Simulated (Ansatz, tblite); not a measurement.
Cost and result up the ladder for Cu(NH3)Me (CH6CuN) (9 atoms). Total charge 0; singlet. Geometry: PBE0-D4/def2-TZVP.

```csv
atom,x (Å),y (Å),z (Å)
Cu1,-0.006,-0.005,-0.022
N2,0.485,0.410,1.848
H3,-0.271,0.887,2.329
H4,1.303,1.010,1.888
H5,0.697,-0.435,2.368
C6,-0.478,-0.404,-1.821
H7,-1.323,-1.099,-1.865
H8,0.358,-0.865,-2.358
H9,-0.764,0.501,-2.367
```

Ansatz on 4 threads of Arm Neoverse V2 on a shared host; xTB runs through tblite on one thread. Times are rough, summed over both states, and most runs start from the orbitals of an earlier one. PBE0-D4/def2-TZVP serves as the yardstick here, not as an exact answer. The other state is a doublet.

The xTB rows come from tblite.

Raw xTB energies of ions are shifted by several eV.

| level | functions | vertical IE (eV) | difference from PBE0-D4/def2-TZVP (eV) |
| --- | --- | --- | --- |
| GFN1-xTB | 29 | 12.98 | 5.43 |
| GFN2-xTB | 23 | 11.71 | 4.16 |
| r2SCAN-D4/def2-TZVP | 143 | 7.55 | 0.01 |
| PBE-D4/def2-TZVP | 143 | 7.72 | 0.17 |
| PBE0-D4/def2-TZVP (with forces) | 143 | 7.55 | 0.00 |

Estimate how long each takes.

GFN2-xTB 0.004 s; GFN1-xTB 0.006 s; PBE-D4/def2-TZVP 2.9 s; PBE0-D4/def2-TZVP (with forces) 4.5 s; r2SCAN-D4/def2-TZVP 6.4 s. On shared hardware such times vary by a factor of up to 3.
